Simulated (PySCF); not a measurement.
Input of a run (PBE0-D3(BJ)/def2-SVP geometry optimisation, gas phase (PySCF 2.14.0)), started from GFN2-xTB:
```
{"job": {"xc": "PBE0", "basis": "def2-SVP", "d3": "d3bj", "grid": 1, "shake": 0.01, "kind": "geom"}, "charge": 0, "multiplicity": 1}
O     -0.928940    -1.363720     0.681320
Si    -0.314680    -0.179160    -0.249050
O     -1.433360     1.022640    -0.315830
P      1.559730     0.492060     0.842770
H     -1.899780    -1.448160     0.700260
H     -0.107960    -0.673870    -1.609120
H     -1.168050     1.898410    -0.596680
H      2.197480     0.966500    -0.285520
H      2.153360    -0.731850     0.798130
```

Output (energies in Eh, forces in Eh/bohr):
```
step   0  E = -783.65562629  max force = 0.029032
step   1  E = -783.66021197  max force = 0.005276
step   2  E = -783.66041752  max force = 0.000794
step   3  E = -783.66043777  max force = 0.000355
step   4  E = -783.66046400  max force = 0.000880
step   5  E = -783.66050213  max force = 0.001203
step   6  E = -783.66055174  max force = 0.001473
step   7  E = -783.66061870  max force = 0.001845
step   8  E = -783.66070628  max force = 0.001382
step   9  E = -783.66078944  max force = 0.000762
step  10  E = -783.66083769  max force = 0.000793
step  11  E = -783.66090558  max force = 0.001255
step  12  E = -783.66099192  max force = 0.001438
step  13  E = -783.66109108  max force = 0.001130
step  14  E = -783.66116574  max force = 0.000656
step  15  E = -783.66119332  max force = 0.000878
step  16  E = -783.66121977  max force = 0.001298
step  17  E = -783.66127980  max force = 0.001521
step  18  E = -783.66133599  max force = 0.002409
step  19  E = -783.66142861  max force = 0.001178
step  20  E = -783.66144541  max force = 0.000469
step  21  E = -783.66145021  max force = 0.000257
optimisation converged
```

Problem. Summarise the run.

Solution. The energy falls by 3.7 kcal/mol over 22 energy and gradient evaluations, the largest force component goes from 0.0290 to 2.6e-04 Eh/bohr, and the atoms move by 0.318 Å rms after alignment. The bond that changes most is P4–H9 (three-coordinate phosphorus to P–H hydrogen), which lengthens by 0.069 Å. Bonds longer at the end by more than 0.005 Å: 5 of 8; shorter: 2. Among the angles that change most is O1–Si2–O3, from 107.4° to 112.4°. Among the dihedrals that turn most is H6–Si2–O3–H7, from -79° to 15°. The energy never rose by more than 1e-6 Eh on the way. The first step brought 79 % of the lowering.

Problem. What are the final bond lengths?

Solution. O1–Si2 1.658 Å, Si2–O3 1.663 Å, Si2–P4 2.240 Å, O1–H5 0.962 Å, Si2–H6 1.499 Å, O3–H7 0.961 Å, P4–H8 1.430 Å, P4–H9 1.430 Å. Numbering counts from 1 in the input's order; the species is `O[SiH](O)P`.

The run used 89 basis functions and 146 SCF cycles in all. On Arm Neoverse V1, one thread, shared host with 32 logical CPUs at a one-minute load of 23, this took 54 s of wall time and 0.38 GiB of memory at its peak.

No PBE0-D3(BJ)/def2-SVP frequencies stand behind this structure, so it isn't proved a minimum. The numbers are those of one conformer.
